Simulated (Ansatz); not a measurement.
System: CH$_{5}$Si, charge 1, singlet. CH5Si+ (parent SMILES C[SiH2], singlet).
B3LYP-D3(BJ)/def2-TZVP minimum from Ansatz (an electronic-structure program):
```
C
H 1 1.0917
H 1 1.0917 2 111.38
H 1 1.1034 2 107.15 3 -116.89
Si 1 1.8123 2 112.07 4 -116.65
H 5 1.4692 1 121.49 2 28.08
H 5 1.4692 6 116.99 1 -177.86
```
Charge +1, spin multiplicity 1.

Total energies in cc-pV(T+d)Z, 12 correlated electrons, 6 frozen orbitals. Open shells are spin-unrestricted; no spin-orbit coupling. Cores are frozen in correlated methods. No relativity. The spin of CH5Si+ (parent SMILES C[SiH2], singlet) was assumed, and the state is the lowest solution found for it.

| method | program | energy (Eh) | minus CCSDT(Q) (mEh) |
|---|---|---|---|
| HF | Ansatz | -329.44945 | 323.28 |
| MP2 | Ansatz | -329.72803 | 44.71 |
| CCSD | Ansatz | -329.76145 | 11.28 |
| CCSD(T) | Ansatz | -329.77156 | 1.17 |
| CCSDT(Q) | Ansatz | -329.77273 | 0.00 |

Rough core times of Ansatz's runs on a shared machine: CCSD(T) under 20 s, CCSDT(Q) 30 min.
